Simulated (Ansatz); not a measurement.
Compare A (`CO[SiH2]N`) with its isomer B (`C[SiH](N)O`).

Isolated molecules relaxed with PBE0-D4/def2-TZVP in Ansatz; ΔE leaves out vibrations. CCSD(T)/CBS adds triple-zeta CCSD(T) − MP2 to the extrapolated MP2 energy (def2 sets, frozen cores). This one scheme is used for every species. DFT in def2-TZVPP. B3LYP here is the variant with VWN-RPA as its local correlation; programs differ in this. One conformer a species, not always the lowest.

**Question.** Which isomer does CCSD(T)/CBS put lower? Give the gap. (Estimate.)

**Answer.** Computed: B, by 104.1 kJ/mol.

**Question.** Give E(B) − E(A) in kJ/mol with MP2/def2-TZVPP, PBE-D4, PBE0-D4, B3LYP-D4, CCSD(T)/def2-TZVPP, r2SCAN-D4, ωB97M-V. (An estimate is asked.)

**Answer.** Ansatz gave: MP2/def2-TZVPP -106.7, PBE-D4 -100.3, PBE0-D4 -102.3, B3LYP-D4 -95.5, CCSD(T)/def2-TZVPP -100.7, r2SCAN-D4 -104.3, ωB97M-V -102.3. None reverses the order clearly.

Largest T1 diagnostic: 0.011.

In def2-TZVPP, CCSD(T) changes the Hartree–Fock value by −13.2 kJ/mol (the triples alone add −0.8 kJ/mol) and MP2 by −19.3 kJ/mol.
